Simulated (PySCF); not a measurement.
Job for PySCF: R-B3LYP/LANL2DZ on BrHSi (SMILES [SiH]Br), a point of a bond scan (R = 3.060 Å).

```python
from pyscf import gto, scf, dft, mp
from pyscf.data.elements import chemcore

mol = gto.M(
    atom='''
    Si   -0.89669569   -0.76104712    1.06218335
    H    -1.89251546   -1.22928872    0.00776741
    Br    0.87105618    0.72474736   -0.94564277
    ''',
    basis='lanl2dz',
    ecp={'Br': 'lanl2dz', 'Si': 'lanl2dz'},
    charge=0, spin=0, verbose=3, max_memory=1800)
mf = dft.RKS(mol, xc='b3lyp')
mf.conv_tol = 1e-8
mf.max_cycle = 100
mf.kernel()
if not mf.converged:
    mf = mf.newton().run(mf.mo_coeff, mf.mo_occ)
```

Q: What total energy does the run end on?

A: -17.5799 hartree.
